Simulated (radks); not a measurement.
Spherical quantum dot in the effective-mass picture: electrons in a parabolic well V = omega^2 r^2 / 2 with omega = 1.58, all in effective atomic units (hartree* = m*/eps^2 hartree, bohr* = eps/m* bohr), one dielectric constant everywhere. Method: non-relativistic Kohn-Sham, PBEsol, spin-polarised, spherical densities; computed with a radial shooting solver with Libxc functionals. Levels are named by radial order and angular momentum (1s, 1p, 1d, 2s, ...), and open shells are averaged over m. Results are scaled to m* = 0.543 and eps = 9, for which hartree* = 182.4 meV and bohr* = 0.8771 nm.

N = 18, configuration 1s2 1p6 1d10. This is the lowest configuration that the search found. Occupied and some empty levels:

level  occupation  eigenvalue (meV)  <r> (nm)
1s              2            2363.9     1.064
1p              6            2523.3     1.359
1d             10            2696.7     1.566
2s              0            2721.6     1.380
1f              0            2884.5     1.730
2p              0            2928.7     1.555

Energy (meV): total 31247.9, kinetic 4878.1, external 12080, Hartree 16160, exchange-correlation -1870.4.

Electron density:

r (nm)  n(r) (e/nm^3)
0.0602         0.4077
0.287          0.4536
0.514          0.5567
0.741          0.6883
0.968          0.7835
1.20           0.7734
1.42           0.6381
1.65           0.4278
1.88           0.2280
2.10          0.09448
2.33          0.03039
2.56         0.007635
2.78         0.001492
3.01        0.0002265
